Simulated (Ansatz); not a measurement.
def2 core potentials replace the inner electrons of Sn. The geometry has C3v symmetry (within 0.05 Å) and had no frequency check at the DFT level, so a distortion to lower symmetry isn't ruled out.

These are frozen-core CCSD(T)/def2-TZVPP // PBE0-D3(BJ)/def2-SVP (Ansatz, an electronic-structure program) values and carry that method's errors.

Ansatz 0.2 input:
```yaml
crystal:
  periodic: [false, false, false]
  atoms:
    - { symbol: F, position_ang: [1.800838, -0.173787, -1.06558] }
    - { symbol: C, position_ang: [1.221942, -0.074892, 0.124654] }
    - { symbol: F, position_ang: [1.689478, 1.006884, 0.735167] }
    - { symbol: F, position_ang: [1.546683, -1.141793, 0.844254] }
    - { symbol: Sn, position_ang: [-0.970588, 0.059443, -0.098981] }
    - { symbol: Cl, position_ang: [-1.5314, 1.933066, -1.350659] }
    - { symbol: Cl, position_ang: [-1.780152, -1.831649, -1.175969] }
    - { symbol: Cl, position_ang: [-1.976901, 0.222726, 1.987216] }
basis:
  gaussian: { orbitals: def2-TZVPP }
correlation:
  method: ccsd_t
```

Output:

```
Functional definition: HF
2058 factors; integrals over basis functions are off by at most 8.4e-4 eV
mean field evaluation 1: about -52468.1341 eV, gradient 4.7e1 eV
mean field evaluation 2: about -52468.4435 eV, gradient 4.8e1 eV
mean field evaluation 4: about -52473.2233 eV, gradient 3.5e0 eV
mean field evaluation 8: about -52473.2985 eV, gradient 3.1e-1 eV
mean field evaluation 16: about -52471.1070 eV, gradient 3.3e1 eV
mean field -52473.29888444 eV, -1928.3581663236 hartree, gradient 9.3e-6 eV, S^2 0.000000; 0 other end points of the search recorded, 0 dependent functions left out
23 core orbitals not correlated
reference -52473.29888444 eV, -1928.3581663236 hartree; 30, 30 occupied and 247, 247 virtual orbitals, 2058 factors
second order -48.10464959 eV of doubles, -0.00000000 eV of singles
cycle   1  -47.91807005 eV  change    1.9e-1 eV  update   1.5e-1
cycle   2  -48.91351166 eV  change    -1.0e0 eV  update   4.2e-2
cycle   3  -49.13321946 eV  change   -2.2e-1 eV  update   2.3e-2
cycle   4  -49.10596870 eV  change    2.7e-2 eV  update   5.5e-3
cycle   5  -49.09846625 eV  change    7.5e-3 eV  update   2.8e-3
cycle   6  -49.09984232 eV  change   -1.4e-3 eV  update   9.1e-4
cycle   7  -49.09995728 eV  change   -1.1e-4 eV  update   4.4e-4
cycle   8  -49.09967337 eV  change    2.8e-4 eV  update   1.5e-4
cycle   9  -49.09971915 eV  change   -4.6e-5 eV  update   7.2e-5
cycle  10  -49.09978688 eV  change   -6.8e-5 eV  update   2.4e-5
perturbative correction -1.82632689 eV, -0.0671162752 hartree
Total energy: -52524.22499820 eV, -1930.2296664855 hartree
```

Cost: roughly 16 core-minutes.
